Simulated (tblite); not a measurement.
C6H12B2O.
Atom-mapped SMILES: `[BH2:1][O:2][BH:3]/[C:4]([CH3:5])=[CH:6]/[CH2:7][CH:8]=[CH2:9]` (hydrogens: H10, H11 on B1; H12 on B3; H13, H14, H15 on C5; H16 on C6; H17, H18 on C7; H19 on C8; H20, H21 on C9)

Computed with GFN2-xTB (tblite), gas phase: L-BFGS steps from a force-field or distance-geometry start until the largest atomic force falls under 0.01 eV/Å.

The end geometry, which sets the zero of energy:
```
atom  x, y, z in Å
B1      4.1451   -0.3409   -0.6045
O2      3.0342   -0.7389   -0.0729
B3      1.8798   -1.0661    0.4354
C4      0.6528   -0.0817    0.3512
C5      0.8346    1.2481   -0.3396
C6     -0.5207   -0.4284    0.8899
C7     -1.7857    0.3780    0.9005
C8     -2.9273   -0.4392    0.3758
C9     -3.6644   -0.1047   -0.6659
H10     4.3716   -0.5830   -1.7391
H11     4.9282    0.2528    0.0523
H12     1.7680   -2.1170    0.9629
H13     0.6519    2.0722    0.3498
H14     1.8497    1.3422   -0.7206
H15     0.1460    1.3474   -1.1784
H16    -0.6045   -1.3913    1.3780
H17    -2.0033    0.6543    1.9393
H18    -1.6813    1.2915    0.3173
H19    -3.1162   -1.3639    0.9061
H20    -3.4960    0.8101   -1.2108
H21    -4.4715   -0.7246   -1.0178
```

Problem. These geometries come from the run, each turned onto the end geometry. Order them by energy, lowest first.
A.
```
atom  x, y, z in Å
B1      4.1992   -0.2307   -0.4192
O2      3.0593   -0.7318   -0.0630
B3      1.8808   -1.1299    0.3282
C4      0.6363   -0.1694    0.2264
C5      0.7843    1.1344   -0.5211
C6     -0.5048   -0.4805    0.8502
C7     -1.7433    0.3643    0.9148
C8     -2.9327   -0.3976    0.4144
C9     -3.7193   -0.0069   -0.5698
H10     4.5838   -0.3633   -1.5309
H11     4.8555    0.3479    0.3774
H12     1.7659   -2.2111    0.7893
H13     0.6892    1.9825    0.1580
H14     1.7626    1.1896   -0.9945
H15     0.0214    1.2344   -1.2935
H16    -0.5708   -1.4197    1.3848
H17    -1.9231    0.6273    1.9657
H18    -1.6107    1.2827    0.3457
H19    -3.1260   -1.3260    0.9354
H20    -3.5532    0.9155   -1.1021
H21    -4.5635   -0.5950   -0.8873
```
B.
```
atom  x, y, z in Å
B1      4.0456   -0.3199   -0.2590
O2      2.8544   -0.6664   -0.7331
B3      1.9018   -1.0511    0.1383
C4      0.5975   -0.2263    0.0626
C5      0.6638    1.0818   -0.7001
C6     -0.4449   -0.5032    0.8520
C7     -1.6593    0.3518    0.9623
C8     -2.8644   -0.4038    0.4763
C9     -3.6009   -0.0155   -0.5540
H10     4.3131    0.7836   -0.5737
H11     4.7103   -0.9989    0.4551
H12     2.1725   -1.7911    1.0216
H13     0.7133    1.9113    0.0053
H14     1.5401    1.1373   -1.3376
H15    -0.2226    1.2126   -1.3120
H16    -0.4573   -1.4096    1.4342
H17    -1.7983    0.6424    2.0067
H18    -1.5219    1.2489    0.3677
H19    -3.1084   -1.3083    1.0178
H20    -3.3655    0.8756   -1.1154
H21    -4.4779   -0.5341   -0.9060
```
C.
```
atom  x, y, z in Å
B1      4.2001   -0.2973   -0.5023
O2      3.0603   -0.7292   -0.0662
B3      1.8953   -1.0800    0.4010
C4      0.6541   -0.1171    0.2841
C5      0.8205    1.1950   -0.4431
C6     -0.5092   -0.4565    0.8495
C7     -1.7707    0.3534    0.8865
C8     -2.9368   -0.4381    0.3758
C9     -3.7435   -0.0342   -0.5869
H10     4.5326   -0.5290   -1.6127
H11     4.9011    0.3204    0.2227
H12     1.7893   -2.1307    0.9304
H13     0.6859    2.0369    0.2356
H14     1.8164    1.2659   -0.8755
H15     0.0915    1.2862   -1.2473
H16    -0.5807   -1.4123    1.3526
H17    -1.9663    0.6161    1.9338
H18    -1.6711    1.2756    0.3170
H19    -3.0903   -1.3976    0.8525
H20    -3.6108    0.9178   -1.0756
H21    -4.5767   -0.6284   -0.9230
```
D.
```
atom  x, y, z in Å
B1      4.2066   -0.1996   -0.2514
O2      3.0396   -0.7229   -0.0578
B3      1.8345   -1.1532    0.1820
C4      0.6083   -0.1643    0.1331
C5      0.7353    1.1004   -0.6792
C6     -0.4876   -0.4401    0.8449
C7     -1.7230    0.3976    1.0029
C8     -2.9068   -0.3679    0.4906
C9     -3.6540   -0.0153   -0.5382
H10     4.6511   -0.1619   -1.3442
H11     4.8149    0.2114    0.6746
H12     1.6824   -2.2922    0.4714
H13     0.7204    1.9725   -0.0287
H14     1.6681    1.1101   -1.2389
H15    -0.0869    1.1894   -1.3869
H16    -0.5189   -1.3703    1.3973
H17    -1.8775    0.5724    2.0743
H18    -1.6344    1.3561    0.4929
H19    -3.1164   -1.2859    1.0254
H20    -3.4677    0.8881   -1.0977
H21    -4.4969   -0.6076   -0.8575
```
E.
```
atom  x, y, z in Å
B1      4.4282   -0.3974   -0.1550
O2      3.1414   -0.5366   -0.0525
B3      1.9088   -0.9383    0.1010
C4      0.6190   -0.0165    0.1742
C5      0.5190    1.2128   -0.7035
C6     -0.4353   -0.3892    0.9061
C7     -1.7464    0.3440    1.0093
C8     -2.9117   -0.4393    0.4681
C9     -3.6624   -0.0378   -0.5424
H10     4.9001   -0.2083   -1.2179
H11     5.1328   -0.4963    0.7833
H12     1.7090   -2.1065    0.1119
H13     0.5540    2.1413   -0.1239
H14     1.3517    1.2175   -1.3988
H15    -0.4127    1.1730   -1.2713
H16    -0.3735   -1.2541    1.5586
H17    -1.9223    0.4860    2.0833
H18    -1.6988    1.3096    0.5020
H19    -3.1255   -1.3576    1.0034
H20    -3.4345    0.8769   -1.0703
H21    -4.5497   -0.5666   -0.8568
```

Solution. C (0.004 eV), A (0.011 eV), D (0.033 eV), E (0.202 eV), B (0.995 eV).

In the order of the answer:

| step | E above end (eV) | largest force (eV/Å) | rms force component (eV/Å) | rms distance from end (Å) | rms bond change (Å) | bond most changed (Å) |
| --- | --- | --- | --- | --- | --- | --- |
| 124 | 0.004 | 0.02 | 0.007 | 0.115 | 0.000 | B1–H11 +0.001 |
| 113 | 0.011 | 0.08 | 0.022 | 0.188 | 0.001 | B1–H10 +0.002 |
| 74 | 0.033 | 0.13 | 0.035 | 0.337 | 0.001 | B3–H12 +0.004 |
| 38 | 0.202 | 0.24 | 0.095 | 0.485 | 0.004 | B3–C4 +0.012 |
| 8 | 0.995 | 0.60 | 0.152 | 0.593 | 0.015 | O2–B3 +0.044 |

The cost below is that of the whole relaxation. Time: 2.2 s of wall time. Hardware: one thread of an Arm Neoverse N1, no GPU, shared host with 64 logical CPUs at a one-minute load of 60.
